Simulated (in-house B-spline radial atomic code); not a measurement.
Values are calculated unless marked as measured or tabulated.
**Impurity-limited mobility of n-type InAs at n = 7.9644e14 cm⁻³, compensation 0.2**

For InAs the NSM archive of the Ioffe Institute lists m* = 0.023 m0 and ε = 15.15.

One parabolic, isotropic band at zero temperature, uniform dielectric constant, impurities scattering independently, no phonons and no central-cell term; real bands flatten as E_F rises, which lowers the mobility at the highest densities. In effective units each ion is a point charge Z in an electron gas; its screened potential is solved self-consistently in the LDA with open boundaries (B-splines, partial waves to l = 16), which gives the phase shifts δ_l at the Fermi level.

Problem. Put the electron gas into effective units.

Solution. a* = 0.0529177 nm × 15.15/0.023 = 34.86 nm and Ha* = 27211.386 meV × 0.023/15.15² = 2.727 meV. From 4π (r_s a*)³/3 = 1/n, r_s = 1.920. Then k_F = 1.91916/r_s = 0.9996 per a*, E_F = k_F²/2 = 0.4996 Ha* = 1.36 meV, and Mott's number n^(1/3) a* = 0.323.

Self-consistent phase shifts (rad):

```
l  donor, Z = +1  acceptor, Z = −1
0         1.0175           -0.6934
1         0.1287           -0.1920
2         0.0241           -0.0434
3         0.0049           -0.0089
4         0.0010           -0.0018
5         0.0002           -0.0004
6         0.0000           -0.0001
7         0.0000            0.0000
8         0.0000            0.0000
```

With all partial waves the Friedel sums are 0.997 and -1.003, and Σ (l + 1) sin²(δ_l − δ_(l+1)) is 0.62564 for the donor and 0.27865 for the acceptor. The screened donor still binds an s level, 2.1e-06 meV below the band edge.

Problem. Find the transport cross sections, and compare them with the Born approximation for Thomas-Fermi screening (Brooks-Herring).

Solution. σ_tr = (4π/k_F²) × sum: 7.869 a*² for the donor and 3.505 a*² for the acceptor. Thomas-Fermi gives q_s² = 4k_F/π = 1.2727, so b = 4k_F²/q_s² = 3.140, and σ_Born = (2π/k_F⁴)(ln(1 + b) − b/(1 + b)) = 6.294 × 0.6623 = 4.169 a*² for either sign. The donor scatters 1.89 times and the acceptor 0.84 times as much. Two things differ from Brooks-Herring. First order with Lindhard's response and the LDA kernel gives 1.65 times σ_Born for either sign: screening weakens at large momentum transfer, and the exchange-correlation potential of the screening charge adds to the ion's own, which is the larger part in a thin gas. Higher orders then split the signs, leaving the donor at 1.14 and the acceptor, which keeps the electrons out, at 0.51 of that.

Problem. With N_A/N_D = 0.2 and n = N_D − N_A, what are the mobility and the resistivity?

Solution. N_D = 9.96e14 and N_A = 1.99e14 cm⁻³. μ = e/(ħ k_F Σ N σ_tr), with e/ħ = 15.193 cm²/(V·s) per nm². Here k_F = 0.02868 nm⁻¹, a*² = 1215 nm², 1 cm⁻³ = 1e-21 nm⁻³, and Σ N σ_tr = 0.01037 nm⁻¹, a mean free path of 96.5 nm. So μ = 51100 cm²/(V·s) and ρ = 1/(n e μ) = 0.153 Ω·cm. Brooks-Herring would give 87600 cm²/(V·s). k_F times the mean free path is 2.8, too small for independent scattering to hold.
